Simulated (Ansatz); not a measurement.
Geometry optimisation, RKS PBE0-D4/def2-SVP (Ansatz).

Input:

```yaml
crystal:
  periodic: [false, false, false]
  atoms:
    - { symbol: Si, position_ang: [-0.48659, 1.14025, -0.87492] }
    - { symbol: C, position_ang: [0.11226, -0.17678, 0.30039] }
    - { symbol: C, position_ang: [0.38252, -1.51316, 0.28863] }
    - { symbol: B, position_ang: [0.6148, -0.81108, 1.56426] }
    - { symbol: H, position_ang: [-1.38549, 0.55758, -1.87764] }
    - { symbol: H, position_ang: [-1.19666, 2.17192, -0.11543] }
    - { symbol: H, position_ang: [0.69431, 1.70601, -1.53477] }
    - { symbol: H, position_ang: [0.33666, -2.3145, -0.42129] }
    - { symbol: H, position_ang: [0.92819, -0.76024, 2.67078] }
basis:
  gaussian: { orbitals: def2-SVP }
hamiltonian:
  xc: pbe0
  dispersion: d4
relax:
  f_tol: 0.015
  max_steps: 40
```

Launched with:

```bash
$ ansatz run input.yaml --threads 1 --pin off --max-ram 2048MiB --backend cpu --events-out ev --progress --plain --runs-dir out
```

Q: Where does it end, and by what steps?

A: The run converged. After 14 steps the energy has fallen by 0.071 eV; H8 moved furthest, 0.45 Å.

```tsv
step	energy less start (eV)	largest force component (eV/Å)	accepted
0	0.0000	1.676	yes
1	-0.0581	0.482	yes
2	-0.0632	0.035	yes
3	-0.0614	0.372	no
4	-0.0644	0.028	yes
5	-0.0654	0.102	yes
6	-0.0667	0.093	yes
7	-0.0675	0.064	yes
8	-0.0682	0.093	yes
9	-0.0691	0.055	yes
10	-0.0697	0.048	yes
11	-0.0701	0.042	yes
12	-0.0704	0.029	yes
13	-0.0705	0.022	yes
14	-0.0706	0.012	yes
```

```xyz
9
Properties=species:S:1:pos:R:3
Si -0.458 1.136 -0.882
C 0.128 -0.216 0.254
C 0.216 -1.570 0.361
B 0.742 -0.788 1.486
H -1.063 0.581 -2.131
H -1.476 1.958 -0.164
H 0.706 2.000 -1.240
H -0.054 -2.443 -0.239
H 1.259 -0.659 2.555
```

Whether the end is a true minimum wasn't checked by a vibrational analysis.

Time of the run: 57 s on 1 thread of Arm Neoverse V1 (shared host), peak memory 0.16 GiB.
